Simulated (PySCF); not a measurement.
Work out the structure from these simulated measurements.

Elements present: C, Cl and H. Monoisotopic mass: 147.9847 u.

| Quantity | Value |
| --- | --- |
| 1H NMR | chemical shifts (computed TMS as zero) by class: 6.84 (1 H), 6.54 (1 H), 6.53 (1 H), 6.41 (1 H), 3.43 (2 H) ppm [GIAO PBE0/pcSseg-1] |
| Rotational structure | rotational constants A, B, C: 2.329, 0.950, 0.818 GHz [PBE0-D3(BJ)/def2-SVP] |
| Dipole | 2.20 D [B3LYP/def2-SVPD] |
| Triplet | lowest triplet excitation (Tamm–Dancoff): 2.89 eV [TDA B3LYP/def2-SVPD] |
| 13C NMR | chemical shifts (computed TMS as zero) by class: 154.7 (1 C), 146.8 (1 C), 138.5 (1 C), 137.6 (1 C), 81.9 (1 C), 41.2 (1 C) ppm [GIAO PBE0/pcSseg-1] |
| Polarisability | 99.7 au [B3LYP/def2-SVPD] |

The electronic properties come from PySCF, for the isolated species, density fitting. Levels stand in brackets. One conformer (not necessarily the lowest) at the PBE0-D3(BJ)/def2-SVP geometry, without solvent, vibrations or thermal averaging. NMR values are class means; diastereotopic atoms form classes of their own.

Problem. Which formula fits the mass and the elements?

Solution. C6H6Cl2 (calculated 147.9847). No other formula that holds each of these elements comes within 0.0003 u with a fitting electron parity and a possible valence count.

Problem. What is the compound? Reason from the data.

Solution. Numbering: `[Cl:1][CH:2]([Cl:3])[C:4]1=[CH:5][CH:6]=[CH:7][CH2:8]1`. Its formula, C6H6Cl2, gives 3 degrees of unsaturation: 1 ring and 2 π bonds in the structure found. 6 carbons fall into 6 classes; from least to most shielded: fully substituted alkene carbon [C4] (154.7 ppm), alkene CH carbon [C7] (146.8 ppm), alkene CH carbon [C6] (138.5 ppm), alkene CH carbon [C5] (137.6 ppm), CHCl2 carbon [C2] (81.9 ppm), allylic carbon [C8] (41.2 ppm). Hydrogen classes from least to most shielded: 1 H on an alkene CH carbon, C7 (6.84 ppm), 1 H on an alkene CH carbon, C6 (6.54 ppm), 1 H on an alkene CH carbon, C5 (6.53 ppm), 1 H on a CHCl2 carbon, C2 (6.41 ppm), 2 H on an allylic carbon, C8 (3.43 ppm). The optimised geometry has point group Cs and is an asymmetric top. Structure: `ClC(Cl)C1=CC=CC1`. The assignments are read from this structure; whether some other isomer fits the data as well wasn't checked. NMR values of atoms bound to several Cl lack the spin–orbit term that these neighbours bring.

The values belong to the conformer `[Cl:1][CH:2]([Cl:3])[C:4]1=[CH:5][CH:6]=[CH:7][CH2:8]1`: Cl1–C2–C4–C5 -119°.
